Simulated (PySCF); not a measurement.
## Structure elucidation problem

An unknown has the formula C7H13NSi. Its calculated NMR data are:

¹H NMR (400 MHz, computed): δ 8.09 (s, 1H), 6.10 (br s, 1H), 5.78 (br s, 1H), 4.36 (m, 1H), 4.17 (s, 3H), 2.49 (m, 2H), 2.15 (m, 2H), 2.04 (m, 1H), 1.95 (m, 1H).

¹³C{¹H} NMR (computed): δ 164.8, 148.4, 140.1, 55.7, 32.2, 15.7.

How the numbers were obtained: structure optimised with GFN2-xTB, shielding tensors at PBE0/pcSseg-1 (GIAO), in PySCF (no relativistic terms, in vacuum, a single conformation, one averaged value for each set of equivalent atoms).

References, each an isolated molecule treated in the same way: ¹H and ¹³C vs TMS.

Q: Propose a structure and justify it.

A: 
- The formula gives 3 degrees of unsaturation (1 ring in the answer).
- 6 carbon signals for 7 carbons: some carbons are equivalent by symmetry or fast rotation.
- Carbon types of the structure: 1 × C, 2 × CH, 4 × CH2, leaving 3 H on heteroatoms.
- δC 164.8: C=N carbon.
- δC 148.4: fully substituted alkene carbon; an sp2 carbon of a C=C bond.
- δC 140.1: terminal =CH2 carbon; the olefinic region.
- δC 55.7: sp3 CH bonded to N; deshielded by the electronegative neighbour.
- δC 32.2, 15.7: sp3 CH2 in a ring; aliphatic region, no heteroatom directly attached.
- δH 6.10, 5.78: hydrogen on a terminal =CH2 carbon; olefinic region.
- δH 4.36: hydrogen on an sp3 CH bonded to N; its carbon carries N, hence the downfield position.

The compound is `C=C([SiH3])/C=N\C1CCC1`.

The shifts were computed for this structure.

Shifts are as computed. Against solution values, carbons near 30 ppm lie about +3 ppm off and those near 130 ppm about +5 ppm. Of 1211 compounds with measured shifts, 218 miss one by over three times the rms of a fit or turn the order of signals round; such compounds aren't used in these exercises. Multiplicities follow the n + 1 count of equivalent neighbours, as no J values were calculated; m marks all less simple cases, F and P coupling included.
